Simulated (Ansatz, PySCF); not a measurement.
This triplet is an excited state, 0.49 eV above the relaxed singlet at the level PBE-D3(BJ)/def2-TZVP // PBE-D3(BJ)/def2-SVP (PySCF).

Species: [Ni(NH3)4]2+ (charge 2, multiplicity 3).

Question: Give a relaxed geometry from PBE-D3(BJ)/def2-SVP in Ansatz (a program for electronic structure).

Answer: the end point of this relaxation.
Z-matrix (Å, degrees):
```
Ni
N 1 2.0463
H 2 1.0348 1 114.21
H 2 1.0348 3 105.00 1 -125.85
H 2 1.0364 3 104.85 4 -110.22
N 1 2.0463 2 105.33 3 -61.04
H 6 1.0347 1 114.19 2 59.79
H 6 1.0347 7 105.00 1 125.87
H 6 1.0364 7 104.85 8 110.22
N 1 2.0511 2 100.33 3 -164.90
H 10 1.0349 1 116.18 2 53.62
H 10 1.0365 11 104.49 1 -125.42
H 10 1.0365 11 104.48 12 -109.18
N 1 2.0511 2 100.35 3 42.80
H 14 1.0348 1 116.18 2 -54.31
H 14 1.0364 15 104.49 1 -125.43
H 14 1.0364 15 104.48 16 -109.18
```
